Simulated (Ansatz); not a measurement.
```xyz
12

C    -0.0098    0.0021   -0.6679
C    -0.0008   -0.0014    0.6780
C    -0.0043    1.2330   -1.5221
C     0.0080   -1.2247    1.5331
H    -0.0093   -0.9580   -1.1956
H     0.0057    0.9540    1.1899
H    -0.0031    2.1548   -0.9207
H     0.8778    1.2494   -2.1799
H    -0.8772    1.2448   -2.1926
H     0.0074   -2.1397    0.9223
H     0.8922   -1.2513    2.1841
H    -0.8888   -1.2561    2.1949
```

Basis set: 6-31G* (spherical functions). Left uncorrelated: 4 orbitals. Charge 0, multiplicity 1.

Computed with Ansatz (development build ahead of 0.2.0); each method stands on the lowest determinant of its kind that the runs found. Restricted open shells among the atoms or ions are ROHF, correlated in semicanonical orbitals with singles.

The atomization energy at this shape (free ground-state atoms in the same class of orbitals less the molecule, no zero-point energy) of singlet C4H8:

```csv
method,atomization energy
RHF,38.48 eV
```

**Question.** What does RHF-MP2 give?

**Answer.** 46.51 eV.
